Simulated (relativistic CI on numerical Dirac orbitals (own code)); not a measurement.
# One change at a time: Sm41+

Base calculation: Dirac-Coulomb-Breit CI, separate exchange-only KLI orbitals for each configuration, model QED, unscaled Slater integrals.

Configurations in the expansion (outside the closed core [Ne]): 3s2 3p6 3d3, 3s2 3p5 3d4, 3s 3p6 3d4, 3s2 3p6 3d2 4s, 3s2 3p6 3d2 4p, 3s2 3p6 3d2 4d, 3s2 3p5 3d3 4s, 3s2 3p6 3d2 4f, 3s2 3p5 3d3 4p, 3s 3p6 3d3 4s, 3p6 3d4 4p, 3s 3p6 3d3 4p, 3s2 3p6 3d 4s 4p, 3s2 3p6 3d2 5s, 3s 3p6 3d3 4d, 3s2 3p6 3d2 5p, 3s2 3p6 3d 4p 4d, 3s2 3p6 3d2 5f, 3s 3p6 3d2 4s 4p, 3p6 3d5, 3p5 3d6, 3p5 3d5 4s, 3p6 3d4 4s, 3p5 3d4 4s2, 3s2 3p6 3d 4s2, 3s2 3p6 4s2 4p, 3s2 3p6 4s2 4d, 3s2 3p6 3d 4p2, 3s2 3p6 4s 4p2, 3s2 3p6 4p3, 3s2 3p6 4p2 4d, 3s2 3p5 3d 4s 4p2. Double excitations out of closed p, d and f shells are left out; levels of such configurations are missing from the list, as are those of other unlisted configurations, and high levels can miss mixing partners. These lack a partner that the ground configuration has and come out too high: 3s2 3p5 3d3 4p.

Variants: (1) QED terms removed; (2) only the first configuration. Shifts of the energy above 3s2 3p6 3d3 4F_3/2, in cm⁻¹, for the lowest level and the first level of each name with at least 55 % of one term (blank where a level changes its place among those of its configuration and J or its character, or is not in the variant):

```json
{"Level": "3s2 3p6 3d3 4F_3/2", "Base": "0", "Δ(1)": "0", "Δ(2)": "0"}
{"Level": "3s2 3p6 3d3 4F_5/2", "Base": "199165", "Δ(1)": "-681", "Δ(2)": "-729"}
{"Level": "3s2 3p6 3d3 4P_1/2", "Base": "280985", "Δ(1)": "-655", "Δ(2)": "+1627"}
{"Level": "3s2 3p6 3d3 4P_5/2", "Base": "412764", "Δ(1)": "-801", "Δ(2)": "+2096"}
{"Level": "3s2 3p6 3d3 2P_1/2", "Base": "543400", "Δ(1)": "-1353", "Δ(2)": "+1294"}
{"Level": "3s2 3p6 3d3 2H_11/2", "Base": "554044", "Δ(1)": "-1372", "Δ(2)": "-2538"}
{"Level": "3s2 3p6 3d3 2D_5/2", "Base": "569137", "Δ(1)": "-1245", "Δ(2)": "+3630"}
{"Level": "3s2 3p6 3d3 2F_7/2", "Base": "620823", "Δ(1)": "-1329", "Δ(2)": "+1756"}
{"Level": "3s2 3p5 3d4 4I°_15/2", "Base": "2315715", "Δ(1)": "+1334", "Δ(2)": ""}
```

At this charge energies of transitions that change n are usually good to better than 1 %, and those within a shell (Δn = 0) to a few per cent.

Ionisation energy from the two ground configurations alone: base 3136.47 eV. The NIST ASD value (theoretical) is 3137 eV.

LS names give the leading component of a level, which can be under half, so a name can repeat, a term be missing and a line seem to break the LS rules.
